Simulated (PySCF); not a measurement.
PySCF input for SnH₂, SMILES [SnH2] (connectivity only; charge and spin as stated), neutral, multiplicity 1, IEF-PCM-PBE0/def2-TZVPD. The structure is a stationary point at B3LYP-D3(BJ)/def2-TZVPD. The def2 effective core potentials stand for the cores of Sn; spin–orbit coupling is left out.

```python
import numpy as np
from pyscf import gto, scf, dft
from pyscf.solvent import pcm

mol = gto.M(
    atom='''
    Sn    0.00000000   -0.00000000   -0.04819404
    H     0.00000000    1.26521535    1.20485100
    H     0.00000000   -1.26521534    1.20485101
    ''',
    basis='def2-TZVPD',
    ecp={'Sn': 'def2-tzvp'},
    charge=0,
    spin=0,
    max_memory=1600,
    verbose=3,
)
mf = dft.RKS(mol, xc='pbe0').density_fit(auxbasis='def2-universal-jkfit')
mf.grids.level = 3
mf.conv_tol = 1e-9
mf.max_cycle = 100
mf.kernel()
res = {}
for name, eps in {'water': 78.355, '2-propanol': 19.264, 'N,N-dimethylformamide': 37.219}.items():
    s = mf.PCM()
    s.with_solvent.method, s.with_solvent.eps, s.with_solvent.lebedev_order = 'IEF-PCM', eps, 29
    s.kernel(mf.make_rdm1())
    res[name] = (s.e_tot, eps, s.dip_moment(), s.mo_energy, s.converged)
    print(f'{name}: electrostatic solvation free energy {(s.e_tot - mf.e_tot) * 627.509474:.3f} kcal/mol')
```

Output:

```
converged SCF energy = -215.458222090279

WARN: PCM is an experimental feature. It is still in testing.
Features and APIs may be changed in the future.

converged SCF energy = -215.462473856179
Dipole moment(X, Y, Z, Debye):  0.00000, -0.00000, -1.21203
water: electrostatic solvation free energy -2.668 kcal/mol

WARN: PCM is an experimental feature. It is still in testing.
Features and APIs may be changed in the future.

converged SCF energy = -215.462177684185
Dipole moment(X, Y, Z, Debye): -0.00000, -0.00000, -1.17392
2-propanol: electrostatic solvation free energy -2.482 kcal/mol

WARN: PCM is an experimental feature. It is still in testing.
Features and APIs may be changed in the future.

converged SCF energy = -215.462364907974
Dipole moment(X, Y, Z, Debye):  0.00000, -0.00000, -1.19786
N,N-dimethylformamide: electrostatic solvation free energy -2.600 kcal/mol
```

Self-consistency was reached.

Cost: around 19 core-seconds (rough).
